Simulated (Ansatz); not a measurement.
Reaction (redistribution): `[CH3][SnH]([F])[Br]` + `C[O][Sn]([OH])([F])[F]` → `[CH3][SnH]([OH])[Br]` + `C[O][Sn]([F])([F])[F]`

Isolated molecules relaxed with PBE0-D4/def2-TZVP in Ansatz; ΔE leaves out vibrations. CCSD(T)/CBS adds triple-zeta CCSD(T) − MP2 to the extrapolated MP2 energy (def2 sets, frozen cores). DFT in def2-TZVPP. B3LYP here is the variant with VWN-RPA as its local correlation; programs differ in this. HSE06 is defined as in plane-wave codes. def2 core potentials past Kr. For Br, Sn outer-core shells are correlated without core-valence functions, which leaves a few kJ/mol of doubt a bond. Scalar relativity is left out up to krypton. Each species was taken in one conformer, which may not be the lowest.

`[CH3][SnH]([F])[Br]`:

Cartesian coordinates in Å:
```
C -0.294 -1.048 0.528
Sn 0.260 0.857 -0.206
F 1.987 0.618 -1.012
Br -1.230 1.489 -2.071
H -0.282 -1.748 -0.306
H 0.420 -1.365 1.288
H -1.296 -1.001 0.954
H 0.434 2.197 0.824
```

`C[O][Sn]([OH])([F])[F]`:

```xyz
10

C     0.511    0.708   -1.541
O     0.928    0.752   -0.184
Sn    0.090   -0.361    1.137
O    -1.833   -0.187    1.128
F     0.504   -2.203    0.905
F     0.830    0.117    2.809
H     1.065    1.488   -2.066
H     0.745   -0.255   -2.007
H    -0.559    0.908   -1.652
H    -2.281   -0.967    1.469
```

`[CH3][SnH]([OH])[Br]`:

Z-matrix (Å, degrees):
```
C
Sn 1 2.115
H 1 1.089 2 110.0
H 1 1.089 2 108.2 3 119.9
H 1 1.090 2 109.4 3 -120.7
O 2 1.958 1 104.9 3 -176.9
Br 2 2.490 1 109.5 3 -62.9
H 2 1.707 1 119.6 3 59.4
H 6 0.960 2 113.8 1 166.7
```

`C[O][Sn]([F])([F])[F]`:

Cartesian coordinates in Å:
```
C 0.461 -0.772 1.236
O -0.633 -0.038 0.696
Sn -0.532 0.723 -1.060
F 0.853 2.000 -1.215
F -2.158 1.576 -1.471
F -0.197 -0.580 -2.387
H 0.149 -1.109 2.226
H 1.354 -0.150 1.345
H 0.704 -1.650 0.630
```

```json
{"level": "LDA (SPW92)", "ΔE (kcal/mol)": "3.8", "difference from CCSD(T)/CBS": "0.4"}
{"level": "PBE-D4", "ΔE (kcal/mol)": "3.5", "difference from CCSD(T)/CBS": "0.1"}
{"level": "revPBE-D4", "ΔE (kcal/mol)": "3.3", "difference from CCSD(T)/CBS": "-0.1"}
{"level": "BLYP-D4", "ΔE (kcal/mol)": "3.6", "difference from CCSD(T)/CBS": "0.2"}
{"level": "r2SCAN-D4", "ΔE (kcal/mol)": "3.5", "difference from CCSD(T)/CBS": "0.1"}
{"level": "B97M-V", "ΔE (kcal/mol)": "3.4", "difference from CCSD(T)/CBS": "0.0"}
{"level": "PBE0-D4", "ΔE (kcal/mol)": "3.6", "difference from CCSD(T)/CBS": "0.2"}
{"level": "B3LYP-D4", "ΔE (kcal/mol)": "3.8", "difference from CCSD(T)/CBS": "0.4"}
{"level": "r2SCANh-D4", "ΔE (kcal/mol)": "3.6", "difference from CCSD(T)/CBS": "0.2"}
{"level": "HSE06-D4", "ΔE (kcal/mol)": "3.6", "difference from CCSD(T)/CBS": "0.2"}
{"level": "BHLYP-D4", "ΔE (kcal/mol)": "3.9", "difference from CCSD(T)/CBS": "0.5"}
{"level": "CAM-B3LYP-D4", "ΔE (kcal/mol)": "3.9", "difference from CCSD(T)/CBS": "0.5"}
{"level": "ωB97X-V", "ΔE (kcal/mol)": "3.6", "difference from CCSD(T)/CBS": "0.2"}
{"level": "ωB97M-V", "ΔE (kcal/mol)": "3.6", "difference from CCSD(T)/CBS": "0.2"}
{"level": "B2PLYP", "ΔE (kcal/mol)": "3.5", "difference from CCSD(T)/CBS": "0.1"}
{"level": "PBE", "ΔE (kcal/mol)": "3.5", "difference from CCSD(T)/CBS": "0.1"}
{"level": "revPBE", "ΔE (kcal/mol)": "3.4", "difference from CCSD(T)/CBS": "0.0"}
{"level": "r2SCAN", "ΔE (kcal/mol)": "3.5", "difference from CCSD(T)/CBS": "0.1"}
{"level": "PBE0", "ΔE (kcal/mol)": "3.6", "difference from CCSD(T)/CBS": "0.2"}
{"level": "B3LYP", "ΔE (kcal/mol)": "3.8", "difference from CCSD(T)/CBS": "0.4"}
{"level": "r2SCANh", "ΔE (kcal/mol)": "3.6", "difference from CCSD(T)/CBS": "0.2"}
{"level": "r2SCAN0", "ΔE (kcal/mol)": "3.7", "difference from CCSD(T)/CBS": "0.3"}
{"level": "HSE06", "ΔE (kcal/mol)": "3.6", "difference from CCSD(T)/CBS": "0.2"}
{"level": "BHLYP", "ΔE (kcal/mol)": "3.9", "difference from CCSD(T)/CBS": "0.5"}
{"level": "CAM-B3LYP", "ΔE (kcal/mol)": "3.9", "difference from CCSD(T)/CBS": "0.5"}
{"level": "LC-ωPBE", "ΔE (kcal/mol)": "3.7", "difference from CCSD(T)/CBS": "0.3"}
{"level": "RPA@PBE/def2-TZVPP", "ΔE (kcal/mol)": "3.1", "difference from CCSD(T)/CBS": "-0.3"}
{"level": "HF/def2-SVP", "ΔE (kcal/mol)": "4.5", "difference from CCSD(T)/CBS": "1.1"}
{"level": "MP2/def2-SVP", "ΔE (kcal/mol)": "3.0", "difference from CCSD(T)/CBS": "-0.4"}
{"level": "CCSD/def2-SVP", "ΔE (kcal/mol)": "3.6", "difference from CCSD(T)/CBS": "0.2"}
{"level": "CCSD(T)/def2-SVP", "ΔE (kcal/mol)": "3.4", "difference from CCSD(T)/CBS": "0.0"}
{"level": "HF/def2-TZVPP", "ΔE (kcal/mol)": "3.7", "difference from CCSD(T)/CBS": "0.3"}
{"level": "MP2/def2-TZVPP", "ΔE (kcal/mol)": "3.1", "difference from CCSD(T)/CBS": "-0.3"}
{"level": "SCS-MP2/def2-TZVPP", "ΔE (kcal/mol)": "3.1", "difference from CCSD(T)/CBS": "-0.3"}
{"level": "CCSD/def2-TZVPP", "ΔE (kcal/mol)": "3.4", "difference from CCSD(T)/CBS": "0.0"}
{"level": "MP2/def2-QZVPP", "ΔE (kcal/mol)": "3.1", "difference from CCSD(T)/CBS": "-0.3"}
{"level": "SCS-MP2/def2-QZVPP", "ΔE (kcal/mol)": "3.1", "difference from CCSD(T)/CBS": "-0.3"}
{"level": "HF/CBS(def2)", "ΔE (kcal/mol)": "3.5", "difference from CCSD(T)/CBS": "0.1"}
{"level": "MP2/CBS(def2)", "ΔE (kcal/mol)": "3.2", "difference from CCSD(T)/CBS": "-0.2"}
{"level": "CCSD/CBS(def2)", "ΔE (kcal/mol)": "3.5", "difference from CCSD(T)/CBS": "0.1"}
{"level": "CCSD(T)/CBS", "ΔE (kcal/mol)": "3.4", "difference from CCSD(T)/CBS": "0"}
```

What do rigid-rotor, harmonic-oscillator terms from PBE0-D4/def2-TZVP frequencies (298.15 K, 1 bar) make of the CCSD(T)/CBS value? (Best estimate.)

The calculation gave: ΔZPE = 0.0 kcal/mol, ΔH = +3.4 kcal/mol, ΔS = 3 J/(mol·K), ΔG = +3.2 kcal/mol. Modes under 50 cm⁻¹ make the entropy rough.

Largest T1 diagnostic among the species: 0.015.

Leaving LDA and LC-ωPBE aside and taking each functional with its dispersion term where it has one, the values spread over 0.6 kcal/mol, from revPBE-D4 to CAM-B3LYP-D4.
